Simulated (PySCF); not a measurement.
Start geometry of H6HfO5Si2 ((OH)2Hf(OSiH2)2O) from GFN1-xTB (Å):
```
atom  x, y, z in Å
Hf1   -0.1978    0.9150   -0.7404
O2    -1.9011    1.3057   -1.6289
O3     0.8670    2.3679   -1.2053
O4    -0.4496    0.9506    1.1515
Si5   -0.2478   -0.3465    2.0844
O6     0.3765   -1.5300    1.1589
Si7    0.8538   -1.9569   -0.3902
O8     0.5224   -0.6813   -1.3679
H9    -2.5349    1.7820   -2.1142
H10    1.2551    3.1741   -1.5419
H11    0.7507    0.0228    3.1082
H12   -1.4600   -0.8187    2.7000
H13    2.1709   -2.1429   -0.4160
H14   -0.0246   -3.0856   -0.7549
```

Problem. What comes out of this run: PBE0-D3(BJ)/def2-SVP geometry optimisation, gas phase, def2 core potentials past Kr in PySCF 2.14.0?

Solution. 
```
atom  x, y, z in Å
Hf1   -0.307    1.179   -0.833
O2    -2.031    1.415   -1.664
O3     0.948    2.602   -1.175
O4    -0.496    0.851    1.095
Si5   -0.206   -0.439    2.096
O6     0.407   -1.681    1.176
Si7    0.829   -1.943   -0.412
O8     0.462   -0.577   -1.276
H9    -2.884    1.533   -2.075
H10    1.596    3.285   -1.330
H11    0.800   -0.064    3.127
H12   -1.476   -0.892    2.725
H13    2.290   -2.214   -0.481
H14    0.048   -3.099   -0.930
```

The energy falls by 26.2 kcal/mol over 15 energy and gradient evaluations, the largest force component goes from 0.0775 to 4.0e-04 Eh/bohr, and the atoms move by 0.207 Å rms after alignment. The bond that changes most is Si7–H13 (ends: silicon bonded to 2 O and 2 H; hydrogen on silicon), which lengthens by 0.158 Å. Bonds longer at the end by more than 0.005 Å: 11 of 14; shorter: 2. Among the angles that change most is Hf1–O2–H9, from 158.6° to 179.9°. Among the dihedrals that turn most is O3–Hf1–O4–Si5, from -132° to -118°. Rotational constants go from 1559, 793.1, 640.7 to 1551, 666.7, 574.7 MHz. The orientation of the end geometry is arbitrary; only internal coordinates are fixed.

The run used 168 basis functions and 102 SCF cycles in all. The run took 6.2 min of wall time on one thread, Intel Xeon Platinum 8259CL at 2.50 GHz (x86_64) (shared host), and the process peaked at 0.70 GiB of memory.

No PBE0-D3(BJ)/def2-SVP frequencies stand behind this structure, so it isn't proved a minimum.
